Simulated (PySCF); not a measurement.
Ge(H)(OH)(OEt)2, C₄H₁₂GeO₃, SMILES CC[O][GeH]([OH])[O]CC, GFN2-xTB optimised geometry.

```
20

Ge     0.19     0.87     0.00
O      1.92     0.87     0.00
O     -0.39    -0.02    -1.39
C      0.14     0.02    -2.70
C      0.01     1.39    -3.35
O     -0.24     0.02     1.46
C     -1.52    -0.33     1.94
C     -2.19    -1.39     1.08
H     -0.34     2.28     0.00
H      2.32     0.65     0.84
H     -0.42    -0.73    -3.27
H      1.20    -0.27    -2.68
H      0.35     1.35    -4.38
H     -1.03     1.71    -3.34
H      0.61     2.11    -2.80
H     -2.16     0.55     2.00
H     -1.35    -0.71     2.95
H     -2.32    -1.01     0.07
H     -1.57    -2.28     1.04
H     -3.16    -1.65     1.50
```

Density from PySCF with B3LYP/def2-SVP at that geometry.

Minimum of the electron density along straight lines between bonded atoms, close to the bond critical point (lines longer than 1.1 times the sum of covalent radii, or with two minima, are not listed):

| bond | length / Å | ρ at the minimum / e bohr⁻³ | ∇²ρ there / e bohr⁻⁵ | position (fraction from the first atom) |
|---|---|---|---|---|
| Ge1–O2 | 1.730 | 0.153 | 0.82 | 0.47 |
| Ge1–O3 | 1.750 | 0.145 | 0.74 | 0.47 |
| O3–C4 | 1.416 | 0.248 | -0.35 | 0.66 |
| C4–C5 | 1.520 | 0.253 | -0.60 | 0.51 |
| Ge1–O6 | 1.742 | 0.147 | 0.78 | 0.47 |
| O6–C7 | 1.416 | 0.247 | -0.35 | 0.66 |
| C7–C8 | 1.519 | 0.253 | -0.60 | 0.51 |
| Ge1–H9 | 1.508 | 0.142 | [?] | 0.59 |
| O2–H10 | 0.956 | 0.353 | [?] | 0.82 |
| C4–H11 | 1.095 | 0.283 | -1.07 | 0.63 |
| C4–H12 | 1.095 | 0.283 | -1.07 | 0.63 |
| C5–H13 | 1.087 | 0.277 | -1.02 | 0.62 |
| C5–H14 | 1.087 | 0.277 | -1.02 | 0.63 |
| C5–H15 | 1.089 | 0.276 | -1.00 | 0.62 |
| C7–H16 | 1.096 | 0.282 | -1.05 | 0.63 |
| C7–H17 | 1.096 | 0.283 | -1.07 | 0.63 |
| C8–H18 | 1.088 | 0.279 | -1.04 | 0.63 |
| C8–H19 | 1.087 | 0.278 | -1.03 | 0.63 |
| C8–H20 | 1.087 | 0.276 | -1.01 | 0.62 |

Q: What belongs in the gaps?

A: 
- Ge1–H9, ∇²ρ there / e bohr⁻⁵: 0.05
- O2–H10, ∇²ρ there / e bohr⁻⁵: -2.40
